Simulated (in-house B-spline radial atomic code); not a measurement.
**TDHF excitations of Cl⁵⁺**

Method: TDHF. Computed with an all-electron radial atomic-structure program (B-spline basis): linear response of the closed shell [Ne] 3s2 with bare exchange (time-dependent Hartree-Fock); scalar-relativistic (spin-free one-electron X2C), finite nucleus, no spin-orbit coupling, no double excitations, S, P, D and F terms only.

Command:
```bash
python run_td.py task.json out
```
Settings (radii: box in bohr, nucleus in fm):
```
Z                        17
electrons                12
configuration            [Ne] 3s2
hamiltonian              x2c
method                   hf
box_radius               16.35
rms_radius               3.3654
intervals                72
```

Run time, properties included: 0.6 s on 1 thread of Arm Neoverse N1 (shared host).

The lowest states, in the order of their Tamm-Dancoff energies; the method's threshold (minus the highest occupied level) is 95.16 eV. Labels give the largest channel, * marks a mixed state, and oscillator strengths are full-response dipole values. Energies in eV:

| state | full response | Tamm-Dancoff | oscillator strength |
| --- | --- | --- | --- |
| 3s → 3p 3P | 10.004 | 10.832 | - |
| 3s → 3p 1P | 18.177 | 18.714 | 1.29 |
| 3s → 3d 3D | 33.33 | 33.39 | - |
| 3s → 3d 1D | 36.64 | 36.69 | - |
| 3s → 4s 3S | 49.10 | 49.11 | - |
| 3s → 4s 1S | 50.76 | 50.79 | - |
| 3s → 4p 3P | 54.77 | 54.78 | - |
| 3s → 4p 1P | 55.49 | 55.52 | 0.141 |
| 3s → 4d 3D | 61.89 | 61.89 | - |
| 3s → 4d 1D | ? | ? | - |
| 3s → 4f 3F | ? | ? | - |
| 3s → 4f 1F | 64.54 | 64.55 | - |
| 3s → 5s 3S | 68.39 | 68.39 | - |
| 3s → 5s 1S | 68.92 | 68.93 | - |
| 3s → 5p 3P | 70.92 | 70.93 | - |
| 3s → 5p 1P | 71.18 | 71.18 | 0.059 |
| 3s → 5d 3D | 74.23 | 74.23 | - |
| 3s → 5d 1D | 74.39 | 74.39 | - |

Q: Where does 3s → 4d 1D lie?

A: At 62.32 eV in full response, 62.32 eV in Tamm-Dancoff.

Q: Where does 3s → 4f 3F lie?

A: At 64.10 eV in full response, 64.10 eV in Tamm-Dancoff.

Q: How large is the singlet-triplet splitting of 3s → 3p (P terms) in Tamm-Dancoff?

A: 7.88 eV, from the unrounded values.

Q: What polarisabilities and dispersion coefficient does the method give?

A: Dipole 3.009 bohr³, quadrupole 3.067 bohr⁵, C6 4.821 hartree·bohr⁶ for two such species.
